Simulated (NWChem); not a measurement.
# Lowest excitation of CCl2

```
C
Cl 1 1.7189
Cl 1 1.7189 2 109.33
```
Charge 0, spin multiplicity 1.

Program: NWChem. All single points use one geometry, from PBE0/def2-SVP, a minimum by its harmonic frequencies.

Basis set: aug-cc-pVDZ. CR-EOMCCSD(T) is the triples correction to the same EOM-CCSD root.

The correlated methods keep 11 core orbitals frozen. The structure started from a generated list of species. Coupled-cluster values serve here as a point of comparison, not as the truth.

**Question.** One of these methods gave a lowest vertical singlet excitation energy of 2.36 eV. Which?
(A) CIS
(B) TD-LDA (SVWN5)
(C) CR-EOMCCSD(T)

**Answer.** B, TD-LDA (SVWN5). The others give 2.54 (CR-EOMCCSD(T)), 2.72 (CIS).
